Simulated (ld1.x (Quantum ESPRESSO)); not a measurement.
## caesium (Cs): one change to a TM potential, before and after

caesium, norm-conserving Troullier–Martins (Kleinman–Bylander form), made with ld1.x (Quantum ESPRESSO) 7.5 (LDA (PZ), non-relativistic). Core [Kr] 4d10, reference 5s2 5p6 5d0 6s1 6p0. Waves: 5s (bound): rc 2.30 bohr; 5p (bound): rc 3.50 bohr; 5d (bound, empty): rc 3.20 bohr. Local part: the d channel. Core correction: none.

Occupied shells without a wave of their own: 6s. They enter only through the test configuration that unscreens the potential.

Change: local potential all-electron potential smoothed inside 2.10 bohr (lloc = -1).

Cutoffs: the cutoffs (Ry, on a coarse ladder) from which the occupation-weighted sum of valence levels, in a spherical-Bessel basis at the reference potential, stays within 10 and 1 mRy of its value at 400 Ry; they do not see the model core or the augmentation charge, which bear on the density cutoff. Errors are all-electron minus pseudo energies relative to the spin-unpolarised reference configuration.

Task: What does the change do?

Result: The potential gets neither clearly harder nor softer (25 Ry and 35 Ry → 25 Ry and 35 Ry); of the 9 tests that both files solve, the error grows in 8 and shrinks in 0 by more than 15 % and 0.3 meV (median size 77.3 → 149.2 meV); neither file shows a bound ghost.

| quantity | base | changed |
| --- | --- | --- |
| cutoff, loose | 25 Ry | 25 Ry |
| cutoff, tight | 35 Ry | 35 Ry |
| bound ghosts | none | none |
| largest miss of a reference level, eV | 0.12 | 0.16 |
| error for 5s2 5p6 5d0 6s0 6p0, meV [ΔE 3.84 eV] | +198 | -286 |
| error for 5s2 5p6 5d0 6s0.5 6p0, meV [ΔE 1.50 eV] | +77 | -106 |
| error for 5s2 5p6 5d0 6s0 6p1, meV [ΔE 1.32 eV] | +163 | -167 |
| error for 5s2 5p6 5d1 6s0 6p0, meV [ΔE 1.43 eV] | +110 | -149 |
| error for 5s1 5p6 5d0 6s1 6p0, meV [ΔE 29.74 eV] | +9.3 | +316 |
| error for 5s2 5p5 5d0 6s1 6p0, meV [ΔE 18.08 eV] | -33 | +194 |
| error for 5s2 5p6 5d0.5 6s0.5 6p0, meV [ΔE 0.72 eV] | +57 | -77 |
| error for 5s2 5p6 5d0 6s1 6p0 (spin-polarised), meV [ΔE -0.11 eV] | -0.5 | +3.4 |
| error for 5s2 5p6 5d0 6s0.5 6p0 (spin-polarised), meV [ΔE 1.46 eV] | +78 | -105 |
| s: phases at 3.81 bohr within 0.05 rad from the reference energy up to (Ry; the scan ends near 5) | -0.3 | -0.3 |
| p: phases at 3.81 bohr within 0.05 rad from the reference energy up to (Ry; the scan ends near 5) | 0.1 | 0.2 |
| d: phases at 3.81 bohr within 0.05 rad from the reference energy up to (Ry; the scan ends near 5) | 1.6 | 1.5 |

Changed file: The 6s level has no wave, so the channel is fitted at the deeper level alone: the likely source of the large errors.
